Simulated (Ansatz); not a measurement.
Geometry optimisation, Ansatz, RKS PBE0-D4/cc-pVDZ.

Input file:

```yaml
crystal:
  periodic: [false, false, false]
  atoms:
    - { symbol: Si, position_ang: [0.0, 0.0, 0.0] }
    - { symbol: "N", position_ang: [0.0, 0.0, 1.82] }
    - { symbol: H, position_ang: [-0.877, -0.2713, 2.35] }
    - { symbol: H, position_ang: [0.877, 0.2713, 2.35] }
    - { symbol: O, position_ang: [1.5842, 0.0, -0.5594] }
    - { symbol: H, position_ang: [1.9006, -0.9521, -0.6761] }
    - { symbol: H, position_ang: [-0.6877, 1.1914, -0.4862] }
    - { symbol: Cl, position_ang: [-1.0032, -1.7381, -0.7093] }
basis:
  gaussian: { orbitals: cc-pVDZ }
hamiltonian:
  xc: pbe0
  dispersion: d4
relax:
  f_tol: 0.02
  max_steps: 40
```

Command:

```bash
$ ansatz run input.yaml --threads 2 --pin off --max-ram 3072MiB --backend cpu --events-out ev --progress --plain --runs-dir out
```

Q: Where does it end, and by what steps?

A: It converged. After 13 steps the energy has fallen by 0.441 eV; H4 moved furthest, 0.41 Å.

```
step  energy less start (eV)  largest force component (eV/Å)  accepted
   0                  0.0000                           2.554       yes
   1                 -0.3064                           1.214       yes
   2                 -0.3621                           0.267       yes
   3                 -0.3685                           0.127       yes
   4                 -0.3748                           0.458       yes
   5                 -0.3854                           0.322       yes
   6                 -0.4259                           0.305       yes
   7                 -0.3433                           1.982        no
   8                 -0.4327                           0.229       yes
   9                 -0.4371                           0.184       yes
  10                 -0.4395                           0.130       yes
  11                 -0.4406                           0.048       yes
  12                 -0.4409                           0.044       yes
  13                 -0.4410                           0.014       yes
```

```xyz
8
Properties=species:S:1:pos:R:3
Si 0.004 -0.014 0.028
N 0.153 -0.208 1.740
H -0.669 -0.540 2.236
H 0.591 0.550 2.258
O 1.503 -0.101 -0.699
H 2.036 -0.851 -0.406
H -0.578 1.243 -0.513
Cl -1.247 -1.578 -0.555
```

Time of the run: 20 s on 2 threads of Intel(R) Xeon(R) 6975P-C (Granite Rapids), with other jobs on the host, peak memory 0.19 GiB.
